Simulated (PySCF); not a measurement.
Bonding in `O=S(=O)([O-])C(F)(F)C(F)(F)C(F)(F)F`

C₃F₇O₃S (charge -1).
Atom-mapped SMILES: `[O:1]=[S:2](=[O:3])([O-:4])[C:5]([F:6])([F:7])[C:8]([F:9])([F:10])[C:11]([F:12])([F:13])[F:14]`

Cartesian coordinates in Å at the GFN2-xTB level; atoms count from 1:
```
atom  x, y, z in Å
O1     0.738    1.954   -0.610
S2     1.607    0.910   -0.125
O3     2.893    0.811   -0.762
O4     1.583    0.679    1.298
C5     0.681   -0.625   -0.765
F6     0.358   -0.458   -2.071
F7     1.459   -1.733   -0.709
C8    -0.583   -0.866    0.043
F9    -0.290   -1.330    1.270
F10   -1.362   -1.849   -0.523
C11   -1.508    0.365    0.189
F12   -1.741    0.973   -0.967
F13   -2.721   -0.070    0.614
F14   -1.115    1.240    1.090
```

Bond orders from the PBE0/pcSseg-1 density (PySCF). One conformer (not necessarily the lowest) at the GFN2-xTB geometry, without solvent, vibrations or thermal averaging. The pcSseg-1 basis has no diffuse functions, a weakness for an anion.

Q: Where do the orders between heavy atoms depart from those drawn in the SMILES?

A: The largest departure is 0.689, at S2–O4 (drawn single, 1.689). Drawn single, order above 1.12: S2–O4 (1.689). Drawn single, order below 0.88: S2–C5 (0.733) and C5–C8 (0.854). Drawn double or triple, more than 0.30 short of the drawn order: O1–S2 (1.661). The SMILES, with its formal charges, is one Lewis structure only.

Q: Set the Mayer orders of the bonds beside their lengths.

A: 
```json
{"bond": "O1–S2", "drawn as": "double", "length (Å)": "1.442", "Mayer order": "1.661"}
{"bond": "S2–O3", "drawn as": "double", "length (Å)": "1.439", "Mayer order": "1.706"}
{"bond": "S2–O4", "drawn as": "single", "length (Å)": "1.442", "Mayer order": "1.689"}
{"bond": "S2–C5", "drawn as": "single", "length (Å)": "1.904", "Mayer order": "0.733"}
{"bond": "C5–F6", "drawn as": "single", "length (Å)": "1.355", "Mayer order": "0.933"}
{"bond": "C5–F7", "drawn as": "single", "length (Å)": "1.356", "Mayer order": "0.914"}
{"bond": "C5–C8", "drawn as": "single", "length (Å)": "1.520", "Mayer order": "0.854"}
{"bond": "C8–F9", "drawn as": "single", "length (Å)": "1.344", "Mayer order": "0.982"}
{"bond": "C8–F10", "drawn as": "single", "length (Å)": "1.375", "Mayer order": "0.917"}
{"bond": "C8–C11", "drawn as": "single", "length (Å)": "1.547", "Mayer order": "0.894"}
{"bond": "C11–F12", "drawn as": "single", "length (Å)": "1.326", "Mayer order": "1.026"}
{"bond": "C11–F13", "drawn as": "single", "length (Å)": "1.356", "Mayer order": "0.962"}
{"bond": "C11–F14", "drawn as": "single", "length (Å)": "1.316", "Mayer order": "1.051"}
```

Bonds between the same two heavy elements. O–S: lowest O1–S2 (1.661, 1.442 Å), highest S2–O3 (1.706, 1.439 Å). C–F: lowest C5–F7 and C8–F10 (0.914, 1.356 Å), highest C11–F14 (1.051, 1.316 Å). C–C: lowest C5–C8 (0.854, 1.520 Å), highest C8–C11 (0.894, 1.547 Å); in 1 of the 1 pairs the longer bond (by over 0.003 Å) has the higher order (by 0.02 or more). Bonds named together lie within 0.004.

Q: Sum the orders of all bonds at each heavy atom with more than one neighbour and set the sums beside the valence in the SMILES.

A: S2 5.789 (drawn 6), C5 3.434 (drawn 4), C8 3.647 (drawn 4), C11 3.933 (drawn 4). Orders between atoms that aren't bonded are not in these sums.

The Mayer order sums products of elements of PS (density times overlap matrix) between the two atoms' basis functions, so it depends on the basis set.

These values come from a run that also computed NMR shieldings. Hardware: an Arm Neoverse V1 with one thread (shared host). Cost: 61 s of wall time.
